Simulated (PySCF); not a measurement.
Compound: C7H9NO (charge +1 and doublet state).
Cartesian coordinates in Å at the GFN2-xTB level; atoms count from 1:
```
atom  x, y, z in Å
C1     3.269    0.541   -0.641
C2     2.142    0.279   -0.298
C3     0.786   -0.010    0.105
C4     0.172   -1.158   -0.694
C5    -1.264   -1.350   -0.235
N6    -1.989   -0.103   -0.214
C7    -1.495    1.127   -0.148
O8    -2.134    2.150   -0.099
C9     0.042    1.303   -0.175
H10    4.281    0.711   -0.884
H11    0.756   -0.238    1.176
H12    0.729   -2.082   -0.540
H13    0.209   -0.919   -1.760
H14   -1.784   -2.026   -0.923
H15   -1.300   -1.814    0.760
H16   -2.993   -0.173   -0.074
H17    0.271    1.686   -1.176
H18    0.293    2.084    0.545
```

The hyperfine couplings belong to this conformer and change with its torsions.

As a line formula: `C1[C@H](CC(=O)NC1)[C]=[CH+]` [radical] (charge +1).

Method: PySCF 2.14.0, UKS B3LYP, pcH-1 on C H N O, non-relativistic, mean-field spin-orbit, GIAO. The structure is a single GFN2-xTB conformer in the gas phase; no vibrational or solvent corrections. A GFN2-xTB geometry isn't a minimum of the functional, and hyperfine couplings can be far from their values at a DFT geometry, by a factor of two or more for some ions and for spin on atoms past the first row. Stability of the SCF solution: not tested.

Principal values of hyperfine tensors in MHz (contact and dipolar terms together), for some of the nuclei:

| atom | isotope | A1 | A2 | A3 |
| --- | --- | --- | --- | --- |
| O8 | 17O | -204.67 | 46.55 | 57.23 |
| C9 | 13C | -35.98 | -35.47 | 16.53 |
| N6 | 14N | 14.51 | 16.23 | 22.80 |
| C7 | 13C | -28.28 | -18.48 | -5.76 |
| C1 | 13C | -6.72 | -6.60 | 53.13 |
| H18 | 1H | -18.66 | -9.01 | -1.03 |
| C2 | 13C | -5.18 | -0.64 | 28.01 |
| C3 | 13C | -0.04 | 0.75 | 16.09 |

Task: Split each tensor into its isotropic and traceless parts, and turn a_iso into mT with g = 2.0076.

Result: a_iso is a third of the trace, T = A − a_iso, and a(mT) = a(MHz)/(g × 13.996).

```
atom  a_iso (MHz)  a_iso (mT)       T1      T2     T3
  O8       -33.63      -1.197  -171.04   80.18  90.86
  C9       -18.30      -0.651   -17.67  -17.16  34.84
  N6        17.85       0.635    -3.33   -1.62   4.95
  C7       -17.50      -0.623   -10.78   -0.97  11.75
  C1        13.27       0.472   -19.99  -19.87  39.86
 H18        -9.57      -0.340    -9.09    0.56   8.54
  C2         7.40       0.263   -12.58   -8.03  20.61
  C3         5.60       0.199    -5.64   -4.85  10.49
```

Task: What spin density at the nucleus of N6 lies behind its contact coupling (g_N = 0.40376)?

Result: a_FC = 800.24 MHz bohr³ × g_N × ρ(0)/(2S). With a_FC = 17.85 MHz and 2S = 1, ρ(0) = 0.05523 bohr⁻³.

Task: H10 (1H, g_N = 5.58569) isn't in the table. Its spin density at the nucleus is -0.004253 bohr⁻³. What is its contact coupling?

Result: By the same relation, a_FC = -19.01 MHz. Its full tensor has the principal values -28.57, -21.21, -7.25 MHz.

Task: Which nucleus of the table has the largest anisotropic coupling, and what is its form?

Result: O8: -171.0, 80.2, 90.9 MHz, nearly axial, close to the ratio +1:+1:−2, the form that spin in one p orbital centred on that nucleus gives (the nuclear moment is negative).

Task: In a single crystal, with the field along each principal axis of the tensor of N6 in turn, what first-order splitting does this nucleus give (isotropic g, quadrupole terms neglected)?

Result: 3 lines (I = 1), spaced by |A_i|/(g × 13.996): 0.52, 0.58, 0.81 mT along the axes of A1, A2 and A3.

The SMILES draws the unpaired electron on C2; the largest computed Mulliken spin population is on O8 (0.56 against 0.07).
